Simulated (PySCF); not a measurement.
C₂H₃BF₂O, SMILES C(=O)(C)B(F)F.

Geometry: ωB97X-D3(BJ)/def2-SVP. The structure was generated by enumeration, and PubChem lists no compound with its InChIKey, so it may never have been made. Other conformers were not sampled.

Calculation: PySCF with TDDFT-B3LYP/def2-SVPD.

Vertical excitations. The molecule is in vacuum. State labels are in the subgroup Cs.

Computed excitation energies, oscillator strengths and character:
| state | symmetry | energy (eV) | λ (nm) | f | main pairs |
|---|---|---|---|---|---|
| S1 | A" | 3.03 | 409 | 0.000 | HOMO→LUMO 99 % |
| S2 | A' | 6.42 | 193 | 0.007 | HOMO→LUMO+1 98 % |
| S3 | A" | 6.89 | 180 | 0.008 | HOMO→LUMO+2 57 %, HOMO−2→LUMO 40 % |
| S4 | A" | 6.94 | 179 | 0.001 | HOMO−2→LUMO 58 %, HOMO→LUMO+2 40 % |
| S5 | A' | 7.34 | 169 | 0.064 | HOMO→LUMO+3 51 %, HOMO−1→LUMO 45 % |
| S6 | A' | 7.60 | 163 | 0.105 | HOMO→LUMO+3 48 %, HOMO−1→LUMO 44 % |
| S7 | A" | 7.95 | 156 | 0.000 | HOMO−3→LUMO 94 % |
| S8 | A' | 8.10 | 153 | 0.039 | HOMO→LUMO+4 94 % |
| S9 | A" | 8.41 | 147 | 0.000 | HOMO−6→LUMO 88 % |
| S10 | A" | 8.46 | 147 | 0.000 | HOMO−4→LUMO 92 % |
| T1 | A" | 2.35 | 527 | 0 | HOMO→LUMO 98 % |
| T2 | A' | 5.17 | 240 | 0 | HOMO−1→LUMO 87 % |
| T3 | A" | 6.27 | 198 | 0 | HOMO−2→LUMO 64 %, HOMO→LUMO+2 25 % |
| T4 | A' | 6.31 | 197 | 0 | HOMO→LUMO+1 98 % |
Triplets are in the Tamm–Dancoff approximation, which puts them higher than full response would, so one can lie above its singlet here.
